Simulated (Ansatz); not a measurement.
Geometry optimisation, DFT PBE-D3(BJ), scalar-relativistic, plane waves, PAW in Ansatz.

Input:

```yaml
crystal:
  lattice:
    - [7.891312, 0.0, 0.0]
    - [3.945656, 6.834076, 0.0]
    - [0.0, 0.0, 18.443229]
  atoms:
    - { symbol: Ca, position: [0.16666665, 0.16666668, 0.05422044] }
    - { symbol: Ca, position: [0.66666663, 0.16666668, 0.05422044] }
    - { symbol: Ca, position: [0.16666663, 0.6666667, 0.05422044] }
    - { symbol: Ca, position: [0.66666661, 0.6666667, 0.05422044] }
    - { symbol: Ca, position: [-0.16666668, 0.33333335, 0.2288978] }
    - { symbol: Ca, position: [0.3333333, 0.33333335, 0.2288978] }
    - { symbol: Ca, position: [-0.1666667, 0.83333338, 0.2288978] }
    - { symbol: Ca, position: [0.33333328, 0.83333338, 0.2288978] }
    - { symbol: Ca, position: [0.0, 0.0, 0.40357516] }
    - { symbol: Ca, position: [0.49999998, 0.0, 0.40357516] }
    - { symbol: Ca, position: [-2.0e-08, 0.50000003, 0.40357516] }
    - { symbol: Ca, position: [0.49999996, 0.50000003, 0.40357516] }
    - { symbol: C, position: [0.0, 0.0, 0.54292169] }
    - { symbol: H, position: [-0.16666665, -0.16666668, 0.38676682] }
    - { symbol: H, position: [0.06311467, 0.06854105, 0.58629804] }
basis:
  ecutwfc: 420.0
kpoints:
  mp_grid: { grid: [4, 4, 1] }
hamiltonian:
  xc: pbe
  dispersion: d3bj
scf:
  occupations: { method: fermi_dirac, width: 0.15 }
  lower_state_search: "off"
relax:
  f_tol: 0.03
  max_steps: 60
  adjacent_minimum: "off"
  constraints: [{ sites: [0, 1, 2, 3] }]
```

Launched with:

```bash
$ ansatz run input.yaml --threads 4 --pin off --max-ram 10240MiB --backend cpu --events-out ev --progress --plain --runs-dir out
```

Where does it end, and by what steps?

The run converged. Limits of this set-up: coarse k mesh, thin slab, slab without dipole correction, a typed lattice constant that wasn't relaxed here. After 19 steps the energy has fallen by 3.201 eV; C13 moved furthest, 2.91 Å. Joined: Ca10–C13 (4.71 → 2.36 Å), Ca11–C13 (4.71 → 2.36 Å).

```json
{"step": "0", "energy less start (eV)": "0.0000", "largest force component (eV/Å)": "1.492", "accepted": "yes"}
{"step": "1", "energy less start (eV)": "-0.3814", "largest force component (eV/Å)": "1.176", "accepted": "yes"}
{"step": "2", "energy less start (eV)": "-0.6269", "largest force component (eV/Å)": "0.641", "accepted": "yes"}
{"step": "3", "energy less start (eV)": "-0.7998", "largest force component (eV/Å)": "0.490", "accepted": "yes"}
{"step": "4", "energy less start (eV)": "-0.9557", "largest force component (eV/Å)": "0.637", "accepted": "yes"}
{"step": "5", "energy less start (eV)": "-1.1375", "largest force component (eV/Å)": "0.511", "accepted": "yes"}
{"step": "6", "energy less start (eV)": "-1.3520", "largest force component (eV/Å)": "0.562", "accepted": "yes"}
{"step": "7", "energy less start (eV)": "-1.6180", "largest force component (eV/Å)": "0.614", "accepted": "yes"}
{"step": "8", "energy less start (eV)": "-1.9370", "largest force component (eV/Å)": "0.681", "accepted": "yes"}
{"step": "9", "energy less start (eV)": "-2.2988", "largest force component (eV/Å)": "0.732", "accepted": "yes"}
{"step": "10", "energy less start (eV)": "-2.6485", "largest force component (eV/Å)": "0.686", "accepted": "yes"}
{"step": "11", "energy less start (eV)": "-2.8859", "largest force component (eV/Å)": "0.516", "accepted": "yes"}
{"step": "12", "energy less start (eV)": "-3.0345", "largest force component (eV/Å)": "0.331", "accepted": "yes"}
{"step": "13", "energy less start (eV)": "-3.1390", "largest force component (eV/Å)": "0.135", "accepted": "yes"}
{"step": "14", "energy less start (eV)": "-3.1846", "largest force component (eV/Å)": "0.034", "accepted": "yes"}
{"step": "15", "energy less start (eV)": "-3.1955", "largest force component (eV/Å)": "0.076", "accepted": "yes"}
{"step": "16", "energy less start (eV)": "-3.1994", "largest force component (eV/Å)": "0.128", "accepted": "yes"}
{"step": "17", "energy less start (eV)": "-3.2005", "largest force component (eV/Å)": "0.100", "accepted": "yes"}
{"step": "18", "energy less start (eV)": "-3.2011", "largest force component (eV/Å)": "0.054", "accepted": "yes"}
{"step": "19", "energy less start (eV)": "-3.2013", "largest force component (eV/Å)": "0.021", "accepted": "yes"}
```

```xyz
15
Lattice="7.8913 0.0000 0.0000 3.9457 6.8341 0.0000 0.0000 0.0000 18.4432" Properties=species:S:1:pos:R:3
Ca 1.973 1.139 1.000
Ca 5.918 1.139 1.000
Ca 3.946 4.556 1.000
Ca 7.891 4.556 1.000
Ca -0.001 2.284 3.974
Ca 3.960 2.286 3.972
Ca 1.974 5.694 4.424
Ca 5.923 5.693 3.973
Ca 0.119 0.070 7.201
Ca 3.827 0.081 7.203
Ca 1.983 3.269 7.204
Ca 5.928 3.424 6.964
C 1.974 1.136 8.206
H -1.972 -1.141 6.970
H 1.930 1.103 9.326
```

Whether the end is a true minimum wasn't checked by a vibrational analysis.

The run took 3.3 min on 4 threads of Intel(R) Xeon(R) CPU @ 2.80GHz (Skylake/Cascade Lake), on a shared host, peak memory 2.1 GiB.
